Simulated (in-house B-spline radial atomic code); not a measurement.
## Ionising Hg⁶⁺ with different functionals

Computed with a B-spline radial code for spherical atoms: four-component Dirac-Coulomb Hamiltonian, Fermi nucleus of rms radius 5.4648 fm, spin-restricted, spherical fractional occupations for the functionals. The ionisation energy is the difference of two self-consistent energies, [Xe] 4f14 5d6 → [Xe] 4f14 5d5, without Breit or QED terms; ε is the level of the shell that loses the electron (mean over j). The electron is taken from both j subshells in proportion to 2j + 1, so the result is a j average, not the step between ground levels.

Hybrids are left out here: with spherical fractional occupations of an open shell their exact exchange keeps a self-interaction that integer-occupation calculations don't have.

| method | rung | ΔSCF (eV) | -ε(5d) (eV) |
| --- | --- | --- | --- |
| LDA VWN5 | LDA | 98.06 | 89.54 |
| relativistic LDA | LDA | 98.07 | 89.54 |
| LDA PW92 | LDA | 98.06 | 89.53 |
| LDA exchange-only | LDA | 96.23 | 87.73 |
| PBE | GGA | 97.76 | 89.24 |
| PBEsol | GGA | 97.79 | 89.27 |
| BLYP | GGA | 97.57 | 89.06 |
| RPBE | GGA | 97.69 | 89.17 |
| PW91 | GGA | 97.85 | 89.33 |
| BP86 | GGA | 97.85 | 89.33 |
| AM05 | GGA | 97.82 | 89.29 |
| OLYP | GGA | 98.08 | 89.54 |

Question: How do they compare with the NIST value?

Answer: NIST lists 93 eV ± 2 (measured, ground level to ground level). Errors run from +3.23 to +5.08 eV. The correlated functionals all miss on the same side by more than they spread, so the cause is common to them (Breit-QED terms, spin polarisation, the choice among j levels, multiplet and fine-structure energies, or a listed next ion that isn't the cheapest removal here) and closeness doesn't rank the functionals.
